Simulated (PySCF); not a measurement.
## Electronic structure of Zn²⁷⁺ (zinc, charge +27) at the UHF level

Configuration: [He] 2s1, 2S determinant. All numbers are calculated (PySCF 2.14, the non-relativistic Hamiltonian (point nucleus), in an uncontracted even-tempered set (17 s from 7.6 bohr⁻², ratio 2.2; 8 p from 12 bohr⁻², ratio 2.4; 6 d from 35 bohr⁻², ratio 2.4; 5 f from 53 bohr⁻², ratio 2.4; 4 g from 79 bohr⁻², ratio 2.4)).

| Item | Value |
| --- | --- |
| Total energy | -982.171416 hartree |
| One-electron energy | -1012.1417 hartree |
| Hartree (Coulomb) energy | 51.2576 hartree |
| Exchange energy | -21.2873 hartree |
| Kinetic energy | 982.17209 hartree |
| ⟨S²⟩ | 0.7500 |
| ⟨L²⟩ | 0.000 |
| Sum of ⟨r⟩ | 0.3100 bohr |
| Sum of ⟨r²⟩ | 0.05767 bohr² |
| Density at the nucleus (Gaussians lack the cusp) | 17600 bohr⁻³ |
| Spin density at the nucleus | 969 bohr⁻³ |

```tsv
shell	electrons	mean orbital energy (eV)	rms radius, mean of both spins (bohr)
1s α	1	-11592.1	0.0585
1s β	1	-11575.4	0.0585
2s α	1	-2743.2	0.225
```
